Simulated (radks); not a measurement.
Task: Au+, 78 electrons, occupied as [Xe] 4f14 5d10. Method: Dirac Kohn-Sham, LDA (Slater exchange, Perdew-Wang correlation), spin-unpolarised, spherical densities, finite nucleus; Fermi nuclear charge, rms radius 5.4371 fm; computed with a radial shooting solver on a logarithmic mesh with Libxc functionals. Some entries of the table are withheld. Estimate them.

orbital,occ.,eigenvalue (eV),<r^2> (bohr^2),<r> (bohr)
1s1/2,2,-80553.64,0.0003939,0.01688
2s1/2,2,-14211.07,0.005946,0.07051
2p1/2,2,-13636.86,0.004204,0.05800
2p3/2,4,-11803.36,0.005392,0.06655
3s1/2,2,-3360.047,0.03864,0.1835
3p1/2,2,-3100.129,0.03520,0.1737
3p3/2,4,-2695.636,0.04163,0.1894
3d3/2,4,-2260.657,0.03191,0.1649
3d5/2,6,-2173.637,0.03366,0.1697
4s1/2,2,-735.2102,0.1874,0.4072
4p1/2,2,-624.1803,0.1911,(1)
4p3/2,4,-526.9281,0.2240,(2)
4d3/2,4,-344.4278,0.2365,(3)
4d5/2,6,-326.3123,0.2483,(4)
5s1/2,2,-116.9884,0.9658,0.9273
4f5/2,6,-92.0001,0.2976,0.4953
4f7/2,8,-88.1849,0.3062,0.5024
5p1/2,2,-80.8255,1.138,1.003
5p3/2,4,-64.1796,1.380,1.103
5d3/2,4,-16.5983,(5),1.537
5d5/2,6,-15.0182,(6),1.607

Result: 
(1) 4p1/2 <r> (bohr): 0.4095
(2) 4p3/2 <r> (bohr): 0.4438
(3) 4d3/2 <r> (bohr): 0.4521
(4) 4d5/2 <r> (bohr): 0.4634
(5) 5d3/2 <r^2> (bohr^2): 2.809
(6) 5d5/2 <r^2> (bohr^2): 3.082
